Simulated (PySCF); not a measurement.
**Electron correlation in Si (silicon, neutral)**

[Ne] 3s2 3p2, high-spin 3P determinant. Computed with PySCF 2.14 in dyall-av3z, with the non-relativistic Hamiltonian (point nucleus). Frozen: [Ne]; 4 electrons correlated; the 23 highest virtual orbitals of each spin left out.

```csv
level,correlation energy (mhartree)
CCSD,-75.18
(T),-2.59
CCSD(T),-77.77
```

Diagnostics: T1 = 0.012, D1 = 0.0303, largest double amplitude 0.073.

Q: Is a single reference adequate?

A: Mostly. T1 lies below 0.03, but a double amplitude of this size points to a near-degeneracy that CCSD handles and MP2 describes poorly.
